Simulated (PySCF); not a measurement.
# What a mistake does to a calculation on Al2BCH3

All numbers below are calculated, not measured. The program is PySCF 2.14.0, an open-source quantum chemistry code, run on an isolated molecule that a program drew, which may never have been made. The molecule is Al2BCH3 (charge 0, singlet), drawn as the SMILES string `B=[C]([Al])[AlH2]`.

Each row is a Hartree-Fock (HF) and frozen-core CCSD(T) single point in the cc-pV(D+d)Z basis, meant for a local HF minimum. Run 1 is clean. Each other run has one planted mistake out of seven kinds, and not every kind appears here: one electron removed, one electron added, multiplicity raised by two, geometry at a saddle point, minimal basis STO-3G, one bond length entered in bohr, all coordinates scaled. The reference is restricted for singlets and unrestricted otherwise, and also for a bond in bohr. Adding or removing an electron swaps singlet and doublet. Electrons count all cores. HOMO and LUMO are orbital energies over both spins, the gradient is its largest component, and the lowest frequency (negative if imaginary) is given only where the gradient is small. Bond lengths are over the 6 bonds as drawn. T1 is the CCSD diagnostic: over 0.02 (restricted) or 0.045 (unrestricted) a single reference is doubtful.

Geometry of the clean run:
```xyz
7
Al2BCH3, angstrom
B    -0.2907    2.1554    0.8352
C     0.2657    0.9552    1.1848
Al    2.1751    0.6392    1.5211
Al   -1.0360   -0.4485    1.3134
H    -0.7618    3.1923    0.5348
H    -2.5765   -0.2033    1.0473
H    -0.5501   -1.9050    1.7006
```

| run | electrons | basis functions | <S^2> | HOMO (eV) | LUMO (eV) | gradient (hartree/bohr) | lowest frequency (cm^-1) | mean bond (Å) | longest bond (Å) | T1 | HF (hartree) | CCSD(T) (hartree) | mistake |
|---|---|---|---|---|---|---|---|---|---|---|---|---|---|
| 1 | 40 | 89 | 0.000 | -7.83 | 1.35 | 3.8e-05 | 115 | 1.5992 | 1.964 | 0.0177 | -548.09750 | -548.47445 | no fault |
| 2 | 39 | 89 | 0.766 | -14.72 | -6.14 | 4.7e-02 | - | 1.5992 | 1.964 | 0.0203 | -547.84252 | -548.18164 | one electron removed |
| 3 | 40 | 89 | 0.000 | -7.89 | 1.29 | 1.7e-02 | - | 1.6408 | 2.015 | 0.0185 | -548.09360 | -548.47321 | all coordinates scaled |
| 4 | 40 | 89 | 0.797 | -7.88 | 1.08 | 1.1e-02 | - | 1.8340 | 2.992 | 0.0629 | -547.99747 | -548.36709 | one bond length entered in bohr |
| 5 | 41 | 89 | 0.856 | 0.50 | 4.88 | 2.2e-02 | - | 1.5992 | 1.964 | 0.0731 | -548.06001 | -548.45816 | ? |

**Which mistake was planted in run 5, and what did it cost?**

It counts 41 electrons, one more than the clean run, at the same geometry and basis. So the mistake is: one electron added. Subtracting run 1 and multiplying by 627.51 kcal/mol a hartree, the energy moved by 23.5 kcal/mol in HF and 10.2 kcal/mol in CCSD(T).

Cautions from the logs. Run 4: T1 is over the limit, so its CCSD(T) energy is less reliable; run 5: T1 is over the limit, so its CCSD(T) energy is less reliable and the HOMO is above zero, so the electron isn't bound and the energy depends on the basis.
